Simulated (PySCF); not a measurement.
PySCF input for 3-ethenoxyprop-1-ene (C5H8O), SMILES C=CCOC=C, PBE-D3(BJ)/def2-SVP. Geometry: PBE-D3(BJ)/def2-SVP. One conformer was computed; it need not be the lowest.

```python
import numpy as np
from pyscf import gto, scf, dft, df
from pyscf.hessian import thermo

mol = gto.M(
    atom='''
    C     2.26835542    0.87648554    0.38599376
    C     1.95192244   -0.41434897    0.19862456
    C     0.56800943   -0.93431282   -0.04428628
    O    -0.37051315    0.12754142   -0.06724627
    C    -1.68053117   -0.22859752   -0.12958867
    C    -2.66852714    0.66100535   -0.33351409
    H     1.48950015    1.65346596    0.36852750
    H     3.30945404    1.18750162    0.55936964
    H     2.73537787   -1.19263544    0.21330704
    H     0.54390142   -1.49785311   -1.01064083
    H     0.30102717   -1.67499185    0.75125400
    H    -1.88685747   -1.30685027    0.01692203
    H    -2.45180002    1.72903390   -0.48117486
    H    -3.71187164    0.32060824   -0.34297017
    ''',
    basis='def2-SVP',
    charge=0,
    spin=0,
    max_memory=1600,
    verbose=3,
)
mf = dft.RKS(mol, xc='pbe').density_fit(auxbasis='def2-universal-jkfit')
mf.disp = 'd3bj'
mf.grids.level = 3
mf.conv_tol = 1e-11
mf.max_cycle = 100
mf.kernel()

# [left out here: the lines that compute and print the analytic Hessian (its translational invariance restored by hand, since the grid's response is missing), thermochemistry and intensities]
```

Program output:

```
[...]
Normal mode                   x     y     z       x     y     z       x     y     z
       0   C                 0.00  0.01  0.00   -0.00 -0.01 -0.00   -0.05  0.09  0.00
       1   C                 0.00 -0.00 -0.03    0.01  0.01 -0.02    0.07 -0.05  0.00
       2   C                -0.03  0.03 -0.03    0.04 -0.02 -0.03    0.02 -0.03 -0.00
       3   O                 0.10  0.01  0.03   -0.12 -0.02  0.03   -0.01  0.01 -0.00
       4   C                -0.06 -0.09  0.01    0.06  0.10 -0.01   -0.00  0.00 -0.00
       5   C                -0.01  0.04 -0.01    0.01 -0.04  0.01    0.00 -0.00  0.00
       6   H                 0.02  0.03 -0.00   -0.02 -0.03 -0.01    0.21  0.35  0.07
       7   H                -0.01  0.03  0.03    0.00 -0.04  0.02   -0.02  0.04  0.00
       8   H                -0.01 -0.01  0.04   -0.00  0.00  0.03   -0.45 -0.60 -0.13
       9   H                 0.39 -0.21  0.08    0.46 -0.22  0.08   -0.05 -0.05  0.01
      10   H                -0.53  0.21 -0.03   -0.34  0.19  0.02   -0.04 -0.04 -0.03
      11   H                -0.14 -0.08  0.01    0.13  0.09  0.01   -0.06  0.01 -0.01
      12   H                -0.22  0.08 -0.01    0.26 -0.09  0.04    0.02 -0.01  0.00
      13   H                -0.02  0.05 -0.02    0.03 -0.07 -0.00    0.01 -0.02  0.00
Mode                                21                  22                  23
Irrep
Freq [cm^-1]                     1288.7780           1337.5067           1364.3224
Reduced mass [au]                   1.1431              1.3505              1.2165
Force const [Dyne/A]                1.1187              1.4234              1.3341
Char temp [K]                    1854.2645           1924.3743           1962.9561
Normal mode                   x     y     z       x     y     z       x     y     z
       0   C                 0.00 -0.01 -0.00    0.01  0.01  0.00    0.00 -0.04 -0.00
       1   C                -0.01  0.00 -0.00   -0.02  0.04  0.00   -0.03 -0.05 -0.01
       2   C                 0.00  0.01  0.00    0.12 -0.01  0.01   -0.01 -0.00 -0.00
       3   O                 0.05  0.02 -0.00   -0.03 -0.01 -0.00   -0.04  0.01 -0.00
       4   C                -0.03  0.04 -0.01    0.06 -0.01  0.01    0.07  0.01  0.00
       5   C                 0.01 -0.06  0.01    0.01 -0.02  0.00    0.03 -0.05  0.01
       6   H                -0.01 -0.02 -0.01   -0.17 -0.18 -0.04    0.27  0.25  0.06
       7   H                -0.00  0.01  0.00    0.06 -0.19 -0.01   -0.13  0.41  0.03
       8   H                 0.02  0.04  0.01   -0.11 -0.04 -0.02    0.12  0.10  0.03
       9   H                -0.05  0.03 -0.01   -0.44  0.03  0.01    0.17  0.05 -0.03
      10   H                -0.02  0.02 -0.01   -0.42  0.06 -0.11    0.15  0.04  0.08
      11   H                -0.78  0.18 -0.09   -0.20  0.03 -0.02   -0.28  0.07 -0.03
      12   H                 0.37 -0.14  0.04   -0.25  0.03 -0.02   -0.33  0.02 -0.03
      13   H                 0.06 -0.22  0.04   -0.10  0.31 -0.06   -0.13  0.42 -0.07
Mode                                24                  25                  26
Irrep
Freq [cm^-1]                     1376.2458           1419.0773           1680.7177
Reduced mass [au]                   1.3821              1.0947              5.4745
Force const [Dyne/A]                1.5424              1.2989              9.1114
Char temp [K]                    1980.1113           2041.7363           2418.1786
Normal mode                   x     y     z       x     y     z       x     y     z
       0   C                -0.01  0.04  0.00   -0.00  0.01  0.00   -0.03 -0.11 -0.02
       1   C                 0.07  0.04  0.01    0.02  0.00  0.00    0.06  0.12  0.02
       2   C                -0.10 -0.04 -0.02   -0.03  0.07  0.00   -0.03 -0.01 -0.01
       3   O                -0.00  0.01  0.00   -0.01  0.02  0.00   -0.02  0.01 -0.00
       4   C                 0.03  0.00  0.00    0.01  0.01 -0.00    0.13 -0.08  0.02
       5   C                 0.03 -0.04  0.01    0.02 -0.02  0.00   -0.09  0.08 -0.02
       6   H                -0.26 -0.22 -0.06   -0.05 -0.05 -0.01    0.12  0.02  0.02
       7   H                 0.13 -0.45 -0.03    0.02 -0.08 -0.01   -0.10  0.05 -0.01
       8   H                -0.08 -0.12 -0.03    0.03  0.02  0.01   -0.11 -0.03 -0.02
       9   H                 0.29  0.10 -0.10    0.02 -0.56  0.34    0.00 -0.05  0.02
      10   H                 0.24  0.07  0.18    0.14 -0.49 -0.42    0.00 -0.05 -0.03
      11   H                -0.18  0.05 -0.02   -0.06  0.03 -0.01   -0.16 -0.05 -0.00
      12   H                -0.19  0.01 -0.01   -0.08 -0.01 -0.01    0.12  0.06 -0.00
      13   H                -0.06  0.24 -0.04   -0.02  0.10 -0.01   -0.05 -0.11  0.01
Mode                                27                  28                  29
Irrep
Freq [cm^-1]                     1681.6335           2886.6931           2918.6708
Reduced mass [au]                   5.1658              1.0574              1.1048
Force const [Dyne/A]                8.6070              5.1916              5.5452
Char temp [K]                    2419.4962           4153.3086           4199.3174
Normal mode                   x     y     z       x     y     z       x     y     z
       0   C                 0.04  0.13  0.02   -0.00 -0.00 -0.00   -0.00 -0.00  0.00
       1   C                -0.06 -0.14 -0.02    0.00 -0.00  0.00    0.00 -0.00  0.00
       2   C                 0.00  0.02  0.00    0.02  0.06  0.00   -0.01 -0.01  0.09
       3   O                -0.02  0.01 -0.00   -0.00  0.00 -0.00   -0.00 -0.00 -0.00
       4   C                 0.12 -0.07  0.02    0.00 -0.00  0.00   -0.00 -0.00 -0.00
       5   C                -0.08  0.07 -0.02   -0.00  0.00 -0.00   -0.00  0.00 -0.00
       6   H                -0.15 -0.03 -0.02    0.00 -0.01 -0.00    0.00 -0.00  0.00
       7   H                 0.11 -0.07  0.01   -0.01 -0.00 -0.00   -0.00 -0.00  0.00
       8   H                 0.13  0.03  0.02   -0.01  0.02  0.00   -0.00  0.00 -0.00
       9   H                 0.08 -0.00  0.01   -0.01 -0.30 -0.58   -0.03 -0.35 -0.61
      10   H                 0.07  0.00  0.01   -0.17 -0.46  0.53    0.16  0.42 -0.45
      11   H                -0.15 -0.04 -0.00   -0.00  0.03 -0.00    0.00  0.00  0.00
      12   H                 0.11  0.05 -0.00    0.00  0.00 -0.00   -0.00 -0.00 -0.00
      13   H                -0.05 -0.09  0.01   -0.00 -0.00  0.00   -0.00  0.00  0.00
Mode                                30                  31                  32
Irrep
Freq [cm^-1]                     3051.7146           3082.8843           3094.8697
Reduced mass [au]                   1.0887              1.0662              1.0854
Force const [Dyne/A]                5.9738              5.9705              6.1252
Char temp [K]                    4390.7378           4435.5841           4452.8284
Normal mode                   x     y     z       x     y     z       x     y     z
       0   C                 0.00  0.00  0.00   -0.02 -0.04 -0.01   -0.01 -0.05 -0.01
       1   C                 0.00 -0.00  0.00    0.04 -0.04  0.00   -0.04  0.05  0.00
       2   C                -0.00  0.00  0.00   -0.00 -0.00 -0.00    0.00  0.00  0.00
       3   O                 0.00  0.00 -0.00   -0.00  0.00  0.00    0.00 -0.00  0.00
       4   C                 0.01  0.08 -0.01   -0.00 -0.00  0.00    0.00  0.00 -0.00
       5   C                -0.00 -0.00 -0.00   -0.00  0.00 -0.00    0.00 -0.00  0.00
       6   H                -0.00 -0.00 -0.00   -0.32  0.31 -0.01   -0.36  0.35 -0.01
       7   H                -0.00 -0.00 -0.00    0.51  0.14  0.08    0.42  0.12  0.07
       8   H                -0.00  0.00 -0.00   -0.47  0.46 -0.01    0.49 -0.48  0.01
       9   H                 0.00 -0.01 -0.02    0.00  0.00  0.01   -0.00 -0.01 -0.01
      10   H                 0.00 -0.01  0.01    0.00  0.00 -0.00   -0.01 -0.01  0.01
      11   H                -0.17 -0.92  0.12    0.00  0.00 -0.00   -0.00 -0.00  0.00
      12   H                -0.01 -0.07  0.01   -0.00 -0.00  0.00    0.00  0.00 -0.00
      13   H                 0.11  0.04  0.00    0.00  0.00 -0.00   -0.00 -0.00 -0.00
Mode                                33                  34                  35
Irrep
Freq [cm^-1]                     3104.9136           3191.0899           3212.4762
Reduced mass [au]                   1.0646              1.1179              1.1184
Force const [Dyne/A]                6.0468              6.7071              6.8002
Char temp [K]                    4467.2793           4591.2678           4622.0380
Normal mode                   x     y     z       x     y     z       x     y     z
       0   C                -0.00  0.00  0.00    0.09 -0.02  0.01   -0.00  0.00 -0.00
       1   C                 0.00 -0.00 -0.00    0.00 -0.00  0.00   -0.00  0.00 -0.00
       2   C                 0.00  0.00  0.00   -0.00 -0.00 -0.00    0.00  0.00 -0.00
       3   O                -0.00 -0.00 -0.00    0.00  0.00  0.00    0.00 -0.00  0.00
       4   C                -0.01  0.02 -0.00   -0.00 -0.00 -0.00   -0.00 -0.01  0.00
       5   C                 0.04 -0.05  0.01   -0.00 -0.00  0.00   -0.07 -0.07  0.01
       6   H                 0.00 -0.00  0.00   -0.47  0.48 -0.01    0.00 -0.00  0.00
       7   H                -0.00 -0.00 -0.00   -0.61 -0.19 -0.10    0.00  0.00  0.00
       8   H                -0.00  0.00 -0.00   -0.05  0.05 -0.00    0.00 -0.00  0.00
       9   H                -0.00  0.00 -0.00   -0.00  0.00  0.00   -0.00  0.00 -0.00
      10   H                 0.00  0.00 -0.00    0.00  0.00 -0.00   -0.00  0.00  0.00
      11   H                -0.02 -0.11  0.01    0.00  0.00 -0.00    0.01  0.04 -0.01
      12   H                 0.15  0.73 -0.10    0.00  0.00 -0.00    0.11  0.57 -0.08
      13   H                -0.57 -0.19 -0.00    0.00  0.00 -0.00    0.70  0.22  0.01
temperature 298.1500 [K]
pressure 101325.00 [Pa]
Rotational constants [GHz] 11.17799 1.77670 1.55226
Symmetry number 1
Zero-point energy (ZPE) 0.11388 [Eh]   298986.609 [J/mol]
                           tot       elec      trans        rot        vib
Entropy [J/mol/K]       356.723      0.000    164.023    111.909     80.791
Cv [J/mol/K]            104.429      0.000     12.472     12.472     79.486
Cp [J/mol/K]            112.743      0.000     20.786     12.472     79.486
Internal energy [J/mol]                      3718.434   3718.434 310834.689
Internal energy [Eh]   -269.84851  -269.96973
Enthalpy [J/mol]                             6197.391   3718.434 310834.689
Enthalpy [Eh]          -269.84757
Gibbs free energy [J/mol]                  -42706.097 -29647.375 286746.896
Gibbs free energy [Eh] -269.88807
mode   freq/cm-1   IR/(km/mol)
   1       30.33         1.240
   2       81.22         2.129
   3      154.36         0.125
   4      183.84         2.086
   5      315.44         0.240
   6      480.27         3.264
   7      543.25         8.965
   8      582.03         0.302
   9      678.18         6.318
  10      792.15        46.558
  11      880.65         1.959
  12      903.88        34.626
  13      933.60         1.184
  14      936.29        17.769
  15      983.36         3.414
  16      991.40        13.794
  17     1008.45        29.020
  18     1133.96        37.129
  19     1205.75       136.631
  20     1216.66       144.680
  21     1259.97         4.581
  22     1288.78        19.639
  23     1337.51        77.576
  24     1364.32        13.366
  25     1376.25        10.844
  26     1419.08        34.666
  27     1680.72       108.138
  28     1681.63        75.862
  29     2886.69        55.532
  30     2918.67        37.610
  31     3051.71        20.966
  32     3082.88         6.085
  33     3094.87         7.409
  34     3104.91         0.270
  35     3191.09         3.804
  36     3212.48         1.993
max |gradient| / (hartree/bohr): 2.7443330967998174e-05
APT charges: [-0.1246  0.0222  0.6    -0.8812  0.6139 -0.3265  0.0682  0.035   0.0139
 -0.0743 -0.0686  0.01    0.0629  0.0492]
```

The calculation finished and met its thresholds.

Cost: roughly 3 core-minutes.
